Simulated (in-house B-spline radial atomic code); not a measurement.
# RPA and G0W0 on TPSS: Ar⁸⁺

Configuration [He] 2s2 2p6, mean-field start TPSS. Computed with an all-electron radial atomic-structure program (B-spline basis): all electrons, non-relativistic, point nucleus, each spin shell either full or empty, empty states to l = 9 with an (l + 1/2)⁻⁴ tail; G0W0 by contour deformation at full frequency.

Command:
```bash
python run_gw.py task.json out
```
Settings (radii: box in bohr, nucleus in fm):
```
Z                        18
electrons                10
configuration            [He] 2s2 2p6
hamiltonian              nr
method                   tpss,tpss
lmax                     9
spin_polarised           False
box_radius               7.7
intervals                46
```

Time taken, with all properties: 0.6 s on 1 thread of AMD EPYC 7R43 64-Core Processor, with other jobs on the host.

Energies (hartree):

| term | value |
| --- | --- |
| mean-field total | -506.39085 |
| Hartree-Fock functional on these orbitals | -505.96444 |
| direct second order | -0.66217 |
| second-order exchange | 0.23359 |
| SOSEX correction | 0.2223 |

**Question.** What is the RPA correlation energy, and what remains with SOSEX?

**Answer.** RPA gives -0.6168 hartree (-1.68 eV per electron); RPA + SOSEX gives -0.3945, and the second-order doubles -0.42858 hartree (no singles). RPA lacks exchange-type terms and so overcorrelates at short range.

Quasi-particle levels (eV):

| level | occupied | mean field | Σx - vxc | Σc | QP weight | G0W0 |
| --- | --- | --- | --- | --- | --- | --- |
| 2p | yes | -395.67 | -29.11 | ? | ? | ? |
| 2s | yes | -460.71 | -37.31 | 4.62 | 0.979 | -493.40 |
| 1s | yes | -3291.03 | -110.57 | 27.10 | 0.928 | -3374.51 |
| 3s | no | -151.12 | 8.99 | -0.73 | 0.998 | -142.86 |

G0W0 = mean field + (Σx - vxc) + Σc, with Σc (partial-wave tail included) taken at the quasi-particle energy.

**Question.** Where does G0W0 put 2p?

**Answer.** At -422.69 eV, with Σc = 2.10 eV and a quasi-particle weight of 0.984. The tabulated removal energy is 422.6 ± 0.06 eV (NIST, semi-empirical); the calculation leaves out relativity, Breit and QED terms, and what these don't explain is the method's own error.
